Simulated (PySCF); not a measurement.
## Ir²⁺ (iridium, charge +2): r2SCAN calculation

Configuration: [Xe] 4f14 5d7, high-spin 4F determinant. Computed with PySCF 2.14 in x2c-TZVPPall with one added diffuse shell each of s, p, d, f type (12s8p8d4f1g, 113 functions), with the spin-free X2C one-electron Hamiltonian (Gaussian nucleus).

| Property | Result |
| --- | --- |
| Total energy | -17828.57 hartree |
| One-electron energy | -24392.00 hartree |
| Hartree (Coulomb) energy | 6915.97 hartree |
| Exchange-correlation energy | -352.54 hartree |
| ⟨S²⟩ | 3.7525 |
| ⟨L²⟩ | 12.019 |
| Sum of ⟨r⟩ | 39.72 bohr |
| Sum of ⟨r²⟩ | 42.35 bohr² |
| Langevin diamagnetic susceptibility | -33.5 ×10⁻⁶ cm³/mol |
| Time after the integrals | about 10 core-seconds |

| shell | electrons | mean orbital energy (hartree) | spread (hartree) | rms radius, mean of both spins (bohr) |
| --- | --- | --- | --- | --- |
| 1s β | 1 | -2791.62686 | 0 | 0.0197 |
| 1s α | 1 | -2791.62634 | 0 | 0.0197 |
| 2s α | 1 | -489.85577 | 0 | 0.0796 |
| 2s β | 1 | -489.84487 | 0 | 0.0796 |
| 2p α | 3 | -427.26705 | 0 | 0.0727 |
| 2p β | 3 | -427.25868 | 0 | 0.0727 |
| 3s α | 1 | -115.51906 | 0 | 0.203 |
| 3s β | 1 | -115.51801 | 0 | 0.203 |
| 3p α | 3 | -97.03849 | 0 | 0.205 |
| 3p β | 3 | -97.03657 | 0 | 0.205 |
| 3d α | 5 | -75.86388 | 0.00386 | 0.188 |
| 3d β | 5 | -75.85763 | 0.00334 | 0.188 |
| 4s α | 1 | -25.38953 | 0 | 0.450 |
| 4s β | 1 | -25.38087 | 0 | 0.450 |
| 4p α | 3 | -19.26408 | 0 | 0.479 |
| 4p β | 3 | -19.25653 | 0 | 0.479 |
| 4d α | 5 | -11.49705 | 0.00993 | 0.514 |
| 4d β | 5 | -11.48800 | 0.00191 | 0.514 |
| 5s α | 1 | -4.34044 | 0 | 1.04 |
| 5s β | 1 | -4.26764 | 0 | 1.04 |
| 4f α | 7 | -2.97644 | 0.01419 | 0.594 |
| 4f β | 7 | -2.96185 | 0.00089 | 0.594 |
| 5p α | 3 | -2.75931 | 0 | 1.20 |
| 5p β | 3 | -2.66592 | 0.00003 | 1.20 |
| 5d α | 5 | -0.94025 | 0.03982 | 1.75 |
| 5d β | 2 | -0.87623 | 0.00002 | 1.75 |

Spin-orbit coupling, absent here, splits the open shell strongly.

Densities and radii are taken from the X2C orbitals without a picture-change correction, which distorts them close to the nucleus.
